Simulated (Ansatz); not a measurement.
Two structures of HfH₂ClF₃, closed shell, reached by relaxing down either side of one saddle point (PBE0-D4/def2-TZVP). Energies are electronic, without zero-point energy. Computed with Ansatz 0.2.0 (basis: def2-TZVPP and def2-QZVPP); correlated methods freeze the cores. Core potentials replace the inner electrons of the atoms past krypton. Extrapolation: Hartree–Fock as exp(−7.88 √X), correlation as X^−2.97. First:

Hf1  (0.107, 0.406, -0.664)
Cl2  (2.080, 0.675, 0.574)
F3  (-0.159, -1.392, -1.194)
F4  (-1.418, 1.097, 0.226)
F5  (0.292, 1.407, -2.253)
H6  (-0.113, -1.259, 1.639)
H7  (-0.788, -0.934, 1.673)
(Å)

Second:

Hf1  (-0.641, 0.133, -0.499)
Cl2  (2.126, -0.226, 0.677)
F3  (0.045, -1.301, -1.542)
F4  (-2.464, 0.295, -0.974)
F5  (0.129, 1.847, -0.790)
H6  (1.596, -0.458, 1.823)
H7  (-0.791, -0.290, 1.304)
(Å)

Q: Which bonds change from the first to the second?

A: HfClF₃ ([F][Hf]([F])([F])[Cl]) + H₂ → HfHF₃ ([F][HfH]([F])[F]) + HCl (still joined by a long Hf–Cl bond); bonds formed: Hf1–H7, Cl2–H6; bonds broken: H6–H7; bonds weakened to dative contacts: Hf1–Cl2.

Q: Give the saddle point's structure and its height above each. (Judge from chemistry; the value comes from the calculation.)

A: By the calculation: 1.787 eV above the first and 0.051 eV above the second (CCSD(T) at an estimated basis limit (MP2 extrapolated from triple and quadruple zeta, plus CCSD(T) − MP2 in triple zeta)).
Hf1  (-0.536, 0.126, -0.468)
Cl2  (2.141, -0.235, 0.738)
F3  (0.071, -1.296, -1.569)
F4  (-2.390, 0.255, -0.806)
F5  (0.156, 1.856, -0.825)
H6  (1.148, -0.403, 1.569)
H7  (-0.590, -0.304, 1.361)
(Å)

The T1 diagnostic stays at or below 0.017. The start structure is not quite a true minimum (one mode of 44i cm⁻¹).

Labels in which every atom is bracketed show which atoms are joined, not bond orders.

For scale, one of the runs: CCSD(T)/def2-TZVPP, 219 basis functions, launched by `ansatz run in.yaml --threads 8 --pin off --events-out ev --progress --plain --max-ram 19148MiB`. The run took 25 s on 8 CPU threads of an AMD EPYC 9R45 (shared host), with 4.1 GiB of host memory at its peak.
